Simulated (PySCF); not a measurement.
SMILES C(Br)Cc1ccccc1 (C8H9Br), singlet, GFN2-xTB optimised geometry.

```
18

Br    -0.36    -2.58     2.63
C     -1.90    -2.23     1.49
C     -1.47    -1.91     0.06
C     -0.71    -0.62     0.00
C     -1.38     0.60     0.00
C     -0.68     1.79     0.00
C      0.70     1.78     0.00
C      1.38     0.58     0.00
C      0.68    -0.62     0.00
H     -2.43    -1.39     1.94
H     -2.52    -3.12     1.53
H     -2.38    -1.83    -0.55
H     -0.87    -2.73    -0.33
H     -2.46     0.61     0.00
H     -1.22     2.73    -0.01
H      1.25     2.71     0.00
H      2.46     0.56     0.00
H      1.22    -1.55     0.00
```

Density from PBE/def2-SVP (PySCF) at that geometry.

Minimum of the electron density along straight lines between bonded atoms, close to the bond critical point (lines longer than 1.1 times the sum of covalent radii, or with two minima, are not listed):

| bond | length / Å | ρ at the minimum / e bohr⁻³ | ∇²ρ there / e bohr⁻⁵ | position (fraction from the first atom) |
|---|---|---|---|---|
| Br1–C2 | 1.954 | ___ | ___ | 0.56 |
| C2–C3 | 1.523 | 0.242 | -0.53 | 0.51 |
| C3–C4 | 1.505 | 0.252 | -0.56 | 0.50 |
| C4–C5 | 1.389 | 0.307 | -0.75 | 0.50 |
| C5–C6 | 1.383 | 0.310 | -0.77 | 0.50 |
| C6–C7 | 1.385 | 0.309 | -0.76 | 0.50 |
| C7–C8 | 1.384 | 0.310 | -0.77 | 0.50 |
| C4–C9 | 1.388 | 0.308 | -0.75 | 0.50 |
| C8–C9 | 1.384 | 0.310 | -0.77 | 0.50 |
| C2–H10 | 1.090 | 0.280 | -1.06 | 0.64 |
| C2–H11 | 1.090 | 0.280 | -1.06 | 0.64 |
| C3–H12 | 1.094 | 0.272 | -0.97 | 0.63 |
| C3–H13 | 1.092 | 0.275 | -1.00 | 0.63 |
| C5–H14 | 1.082 | 0.279 | -1.03 | 0.63 |
| C6–H15 | 1.080 | 0.281 | -1.05 | 0.63 |
| C7–H16 | 1.080 | 0.281 | -1.05 | 0.63 |
| C8–H17 | 1.080 | 0.281 | -1.05 | 0.63 |
| C9–H18 | 1.080 | 0.281 | -1.05 | 0.63 |

### Question
Some entries are withheld; supply them.

### Answer

- Br1–C2, ρ at the minimum / e bohr⁻³: 0.144
- Br1–C2, ∇²ρ there / e bohr⁻⁵: -0.13
